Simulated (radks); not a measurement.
Task: Species: Ce+. Configuration: [Xe] 5d2 6p1 (not the ground configuration). All-electron calculation, scalar-relativistic Kohn-Sham, PBEsol, spin-polarised, spherical densities, point nucleus; open shells are filled with parallel spins first (spin-orbit coupling, left out, can overturn this in heavy ions). Program: a radial shooting solver on a logarithmic mesh with Libxc functionals. Some entries of the table are withheld. Estimate them.

| orbital | occ. | eigenvalue (hartree) | <r^2> (bohr^2) |
|---|---|---|---|
| 1s up | 1 | -1479.792 | 0.0008212 |
| 1s down | 1 | -1479.792 | 0.0008212 |
| 2s up | 1 | -237.4176 | 0.01307 |
| 2s down | 1 | -237.4147 | 0.01307 |
| 2p up | 3 | -212.7108 | 0.01042 |
| 2p down | 3 | -212.7085 | 0.01042 |
| 3s up | 1 | -51.59871 | 0.08881 |
| 3s down | 1 | -51.59708 | 0.08881 |
| 3p up | 3 | -43.74287 | 0.08883 |
| 3p down | 3 | -43.74107 | 0.08883 |
| 3d up | 5 | -32.57511 | 0.07588 |
| 3d down | 5 | -32.57259 | 0.07588 |
| 4s up | 1 | -10.88013 | 0.4557 |
| 4s down | 1 | -10.87569 | 0.4557 |
| 4p up | 3 | -8.30585 | 0.5134 |
| 4p down | 3 | -8.30170 | 0.5134 |
| 4d up | 5 | -4.59819 | 0.6309 |
| 4d down | 5 | -4.59372 | 0.6302 |
| 5s up | 1 | -1.88467 | 2.486 |
| 5s down | 1 | -1.85613 | 2.453 |
| 5p up | 3 | (1) | 3.295 |
| 5p down | 3 | (2) | 3.236 |
| 5d up | 2 | -0.41339 | 7.227 |
| 5d down | 0 | -0.35959 | 7.044 |
| 6p up | 1 | -0.24331 | 23.83 |

Result: 
(1) 5p up eigenvalue (hartree): -1.22153
(2) 5p down eigenvalue (hartree): -1.18386
